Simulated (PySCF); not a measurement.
**RuSI2, triplet: data card**

All numbers come from PySCF, UPBE, basis Ru def2-SVP with ECP28, S def2-SVP, I def2-SVP with ECP28 (scalar-relativistic core potentials, no spin–orbit coupling, density fitting).

The structure is a minimum.

```xyz
4
charge 0 multiplicity 3, angstrom
Ru    0.0000    0.0000    0.5468
S     0.0000    0.0000    2.6099
I     2.2797    0.0000   -0.5434
I    -2.2797    0.0000   -0.5434
```

```
Point group                                                                   : C2v
Bond lengths                                                                  : Ru–I 2.527 Å (×2), Ru–S 2.063 Å
Bond angles                                                                   : I–Ru–I 128.9°, I–Ru–S 115.6° (×2)
Principal polarisabilities                                                    : 66.7, 128.2, 173.8 bohr³
Atomisation energy without zero-point energy                                  : 1005 kJ/mol
Rotational symmetry number                                                    : 2
Enthalpy at 298.15 K above 0 K                                                : 19.43 kJ/mol
Lowest empty level (β)                                                        : -4.98 eV
Heat capacity Cp at 298.15 K                                                  : 77.7 J/(mol K)
Highest occupied level (β)                                                    : -5.46 eV
Principal quadrupole moments (Buckingham, traceless) about the centre of mass : -6.24, 0.30, 5.94 D Å
Entropy at 298.15 K and 1 bar (electronic part: spin only)                    : 394.5 J/(mol K)
Rotational constants                                                          : 0.05216, 0.01278, 0.01026 cm⁻¹
Spin squared ⟨S²⟩                                                             : 2.011
Zero-point energy                                                             : 7.3 kJ/mol
Dipole moment                                                                 : 0.44 D
```

Harmonic modes (masses in u: Ru 101.904, S 31.972, I 126.904):
```tsv
symmetry	ω (cm⁻¹)	IR (km/mol)
b1	32	0.0
a1	57	0.7
b2	108	2.8
a1	190	1.4
b2	283	21.1
a1	544	19.1
```

In C2v the vibrations span b1 + 3a1 + 2b2. Here b1 is antisymmetric to the molecular plane and b2 lies in it.

Charges (e):
| atom | Mulliken | Löwdin | polar tensor | spin (Mulliken) | Mayer order to Ru1 |
| --- | --- | --- | --- | --- | --- |
| Ru1 | -0.08 | -1.07 | 0.63 | 1.40 | – |
| S2 | 0.04 | 0.41 | -0.17 | 0.34 | 2.09 |
| I3,4 | 0.02 | 0.33 | -0.23 | 0.13 | 1.28 |

Mulliken populations on Ru1 (electrons outside its core potential): s 2.61, p 6.51, d 6.96, f 0.01.

Outer orbital energies (eV). α occupied: -8.26, -7.95, -7.50, -7.40, -6.89, -6.08, -5.92, -5.48; empty: -4.86, -4.56, -0.26, 0.04. β occupied: -9.29, -7.89, -7.86, -7.56, -7.44, -7.15, -6.85, -5.46; empty: -4.98, -4.49, -4.40, -4.20.

Formally Ru is in oxidation state +4, d4, with 2 unpaired electrons (the high-spin count would be 4). The Mulliken spin on Ru is 1.40. The polar-tensor charge on Ru, 0.63, is far below the formal one.

Only a few start shapes were tried, so a lower isomer may exist. With open d or f shells other occupations or spin states may lie lower. With an element this heavy the missing spin–orbit coupling can shift these numbers.

The final relaxation and frequency run took of the order of 4 core-minutes on a shared host.
